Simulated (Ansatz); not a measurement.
`[F][GeH]([F])[SiH3]` → `[F][GeH]` + `F[SiH3]` at 600 K and 1 bar (germylene formation by 1,1-elimination).

Program: Ansatz. Geometries: PBE0-D4/def2-TZVP. ΔE: electronic, gas phase. CBS: MP2 limit from def2 TZ/QZ plus the TZ coupled-cluster correction, frozen cores. This one scheme is used for every species. For Ge outer-core shells are correlated without core-valence functions, which leaves a few kJ/mol of doubt a bond. Scalar relativity is left out up to krypton.

| species | CCSD(T)/CBS energy (Eh) | H − E (kJ/mol) | S (J/(mol·K)) |
| --- | --- | --- | --- |
| `[F][GeH]([F])[SiH3]` | -2567.24983 | 155.5 | 432.2 |
| `[F][GeH]` | -2176.50038 | 43.8 | 283.3 |
| `F[SiH3]` | -390.72345 | 101.0 | 280.0 |

H − E and S are ideal-gas, rigid-rotor, harmonic terms from PBE0-D4/def2-TZVP. 1 Eh = 2625.50 kJ/mol, R = 8.31446 J/(mol·K).

**Question.** By hand: ΔE, ΔH, ΔS and ΔG.

**Answer.** ΔE = (-2176.50038) + (-390.72345) − (-2567.24983) = 0.02600 Eh = 68.3 kJ/mol. Δ(H − E) = 43.8 + 101.0 − 155.5 = -10.7, so ΔH = 57.6 kJ/mol. ΔS = 283.3 + 280.0 − 432.2 = 131.1 J/(mol·K). ΔG = 57.6 − 600 × (131.1)/1000 = -21.1 kJ/mol.

**Question.** By hand: the equilibrium constant, and the temperature at which ΔG would vanish if ΔH and ΔS stayed fixed.

**Answer.** log₁₀ K = −ΔG/(RT ln 10) = 1.8. ΔG = 0 at ΔH/ΔS = 439 K.

The number of gas molecules changes by +1, which sets the sign of ΔS. A doubt of 5 kJ/mol in ΔE shifts log₁₀ K by 0.4 here. These are equilibria of isolated gas molecules and say nothing of rates. Largest T1 diagnostic: 0.014 (customary marks: 0.02 for closed shells, 0.045 for open ones).
